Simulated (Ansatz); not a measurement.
`[F][Ga]([F])[Br]` + H₂O → `[OH][Ga]([F])[F]` + HBr at 400 K and 1 bar (formal hydrolysis of a Ga–Br bond).

Computed with Ansatz on PBE0-D4/def2-TZVP structures; ΔE is electronic, products minus reactants. CBS: MP2 limit from def2 TZ/QZ plus the TZ coupled-cluster correction, frozen cores. This one scheme is used for every species. For Br, Ga outer-core shells are correlated without core-valence functions, which leaves a few kJ/mol of doubt a bond. Scalar relativity is left out up to krypton. One conformer a species, not always the lowest.

```
           species  CCSD(T)/CBS energy (Eh)  H − E (kJ/mol)  S (J/(mol·K))
`[F][Ga]([F])[Br]`              -4696.97905            37.2          345.7
               H₂O                -76.37941            69.8          198.6
`[OH][Ga]([F])[F]`              -2199.41346            71.4          336.6
               HBr              -2573.91920            27.6          207.2
```

H − E and S are ideal-gas, rigid-rotor, harmonic terms from PBE0-D4/def2-TZVP, for one conformer and one mirror image of each species. 1 Eh = 2625.50 kJ/mol, R = 8.31446 J/(mol·K).

**Question.** By hand: ΔE, ΔH, ΔS and ΔG.

**Answer.** ΔE = (-2199.41346) + (-2573.91920) − (-4696.97905) − (-76.37941) = 0.02580 Eh = 67.7 kJ/mol. Δ(H − E) = 71.4 + 27.6 − 37.2 − 69.8 = -8.0, so ΔH = 59.7 kJ/mol. ΔS = 336.6 + 207.2 − 345.7 − 198.6 = -0.5 J/(mol·K). ΔG = 59.7 − 400 × (-0.5)/1000 = 59.9 kJ/mol.

**Question.** By hand: the equilibrium constant, and the temperature at which ΔG would vanish if ΔH and ΔS stayed fixed.

**Answer.** log₁₀ K = −ΔG/(RT ln 10) = -7.8. ΔH and −TΔS have one sign here, so there is no such temperature. One of them is within its doubt of zero, so this could turn.

The number of gas molecules stays the same, so ΔS is small and ΔH decides. A doubt of 5 kJ/mol in ΔE shifts log₁₀ K by 0.7 here. Other conformers and mirror images would add mixing entropy, several J/(mol·K) or more a flexible species. These are equilibria of isolated gas molecules and say nothing of rates. Largest T1 diagnostic: 0.015 (customary marks: 0.02 for closed shells, 0.045 for open ones).
